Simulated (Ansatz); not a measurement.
Gas-phase electronic energies from Ansatz, PBE0-D4/def2-TZVP geometries. CBS: MP2 limit from def2 TZ/QZ plus the TZ coupled-cluster correction, frozen cores. This one scheme is used for every species. Functionals use def2-TZVPP. B3LYP here is the variant with VWN-RPA as its local correlation; programs differ in this. Elements past krypton have def2 core potentials. For In outer-core shells are correlated without core-valence functions, which leaves a few kJ/mol of doubt a bond. One conformer a species, not always the lowest.

Reaction (redistribution): `N[Si]Cl` + `C[NH][In]([CH3])[Cl]` → `C[Si]N` + `C[NH][In]([Cl])[Cl]`

| level | ΔE (kJ/mol) |
| --- | --- |
| B3LYP-D4 | 26.3 |
| B2PLYP | 26.7 |
| CCSD/def2-TZVPP | 23.3 |
| CCSD/CBS(def2) | 23.1 |

(1) What does CCSD(T)/CBS give? (Estimate.)

Largest T1 diagnostic among the species: 0.013.

Answers

(1) Computed: +24.7 kJ/mol. The listed levels differ from it by 1.6, 2.0, -1.4, -1.6 kJ/mol.

From PBE to PBE0 (25 % exact exchange), in def2-TZVPP and without D4, ΔE moves by −4.3 kJ/mol. In def2-TZVPP, CCSD(T) changes the Hartree–Fock value by +15.9 kJ/mol (the triples alone add +1.5 kJ/mol) and MP2 by +21.7 kJ/mol.
